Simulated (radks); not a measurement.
The numbers below are computed, except where a source is named.
Problem. Coherent X-ray form factor from a spherical all-electron density. Level of theory: Dirac Kohn-Sham, BLYP, spin-unpolarised, spherical densities, point nucleus (a radial shooting solver on a logarithmic mesh with Libxc functionals).

| sin(theta)/lambda (1/angstrom) | f0 (electrons) |
|---|---|
| 0.05 | 5.856 |
| 0.1 | 5.459 |
| 0.15 | 4.900 |
| 0.2 | 4.282 |
| 0.25 | 3.689 |
| 0.3 | 3.169 |
| 0.4 | 2.406 |
| 0.5 | 1.957 |
| 0.6 | 1.705 |
| 0.8 | 1.444 |
| 1 | 1.265 |
| 1.25 | 1.048 |
| 1.5 | 0.845 |
| 2 | 0.527 |

The species is in the configuration that NIST lists as its ground one. Which atom or ion scatters so?

Solution. The nitrogen ion N+, [He] 2s2 2p2. Extrapolating in s^2 from the first two rows gives f0(0) = 6.0, near the electron count 6; among species with that count, the fall with angle is slower the higher Z, and the table is that of Z = 7; from so few rows the species is fixed only to a neighbour or two.
